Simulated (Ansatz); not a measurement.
`F[CH]([SiH3])[ZnH]` + `C[SiH2]O` → `C[SiH2][O][ZnH]` + `FC[SiH3]` at 400 K and 1 bar (ligand exchange at a Zn–C bond).

Isolated molecules relaxed with PBE0-D4/def2-TZVP in Ansatz; ΔE leaves out vibrations. CBS: MP2 limit from def2 TZ/QZ plus the TZ coupled-cluster correction, frozen cores. This one scheme is used for every species. For Zn outer-core shells are correlated without core-valence functions, which leaves a few kJ/mol of doubt a bond. Scalar relativity is left out up to krypton. One conformer a species, not always the lowest.

```csv
species,CCSD(T)/CBS energy (Eh),H − E (kJ/mol),S (J/(mol·K))
`F[CH]([SiH3])[ZnH]`,-2208.26193,161.5,375.5
`C[SiH2]O`,-405.96945,203.1,323.7
`C[SiH2][O][ZnH]`,-2184.36423,202.1,395.6
`FC[SiH3]`,-429.90570,165.5,311.5
```

H − E and S are ideal-gas, rigid-rotor, harmonic terms from PBE0-D4/def2-TZVP, for one conformer and one mirror image of each species. 1 Eh = 2625.50 kJ/mol, R = 8.31446 J/(mol·K).

Question: By hand: ΔE, ΔH, ΔS and ΔG.

Answer: ΔE = (-2184.36423) + (-429.90570) − (-2208.26193) − (-405.96945) = -0.03855 Eh = -101.2 kJ/mol. Δ(H − E) = 202.1 + 165.5 − 161.5 − 203.1 = 3.0, so ΔH = -98.2 kJ/mol. ΔS = 395.6 + 311.5 − 375.5 − 323.7 = 7.9 J/(mol·K). ΔG = -98.2 − 400 × (7.9)/1000 = -101.4 kJ/mol.

Question: By hand: the equilibrium constant, and the temperature at which ΔG would vanish if ΔH and ΔS stayed fixed.

Answer: log₁₀ K = −ΔG/(RT ln 10) = 13.2. ΔH and −TΔS have one sign here, so there is no such temperature.

The number of gas molecules stays the same, so ΔS is small and ΔH decides. A doubt of 5 kJ/mol in ΔE shifts log₁₀ K by 0.7 here. Other conformers and mirror images would add mixing entropy, several J/(mol·K) or more a flexible species. Modes under 60 cm⁻¹, often nearly free rotors, make the harmonic entropy too high. These are equilibria of isolated gas molecules and say nothing of rates. Largest T1 diagnostic: 0.015 (customary marks: 0.02 for closed shells, 0.045 for open ones).

ΔS is within the doubt of such terms, so its sign, and with it that verdict, could turn.
